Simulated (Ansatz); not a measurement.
Reaction (isomerisation): `COCBF` → `CBC(O)F`

Calculated with Ansatz (gas phase, PBE0-D4/def2-TZVP geometries, no zero-point term in ΔE). CCSD(T)/CBS adds triple-zeta CCSD(T) − MP2 to the extrapolated MP2 energy (def2 sets, frozen cores). DFT in def2-TZVPP. B3LYP here is the variant with VWN-RPA as its local correlation; programs differ in this. One conformer a species, not always the lowest.

`COCBF`:

Z-matrix (Å, degrees):
```
C
O 1 1.400
H 1 1.090 2 107.7
H 1 1.100 2 111.4 3 119.4
H 1 1.100 2 112.0 3 -119.4
C 2 1.410 1 112.1 3 178.4
B 6 1.568 2 115.3 1 -74.3
H 6 1.100 2 106.8 1 166.9
H 6 1.105 2 111.3 1 53.1
F 7 1.325 6 118.1 2 179.7
H 7 1.199 6 124.5 2 -2.5
```

`CBC(O)F`:

Cartesian coordinates in Å:
```
C 0.853 1.156 -0.879
B 0.195 -0.219 -0.609
C -0.589 -0.526 0.742
O -0.386 -1.825 1.141
F -1.941 -0.328 0.384
H 0.047 1.759 -1.331
H 1.175 1.699 0.013
H 1.656 1.135 -1.617
H 0.151 -1.078 -1.439
H -0.420 0.179 1.568
H -0.742 -1.952 2.026
```

| level | ΔE (kJ/mol) |
| --- | --- |
| B3LYP-D4 | 108.9 |
| HF/def2-TZVPP | 118.3 |

(1) What does CCSD(T)/CBS give? (Estimate.)

Largest T1 diagnostic among the species: 0.012.

## Answers

(1) Ansatz gave: +109.0 kJ/mol. The listed levels differ from it by -0.1, 9.3 kJ/mol.

In def2-TZVPP, CCSD(T) changes the Hartree–Fock value by −6.7 kJ/mol (the triples alone add −0.9 kJ/mol) and MP2 by −4.5 kJ/mol. From PBE to PBE0 (25 % exact exchange), in def2-TZVPP and without D4, ΔE moves by +4.5 kJ/mol.
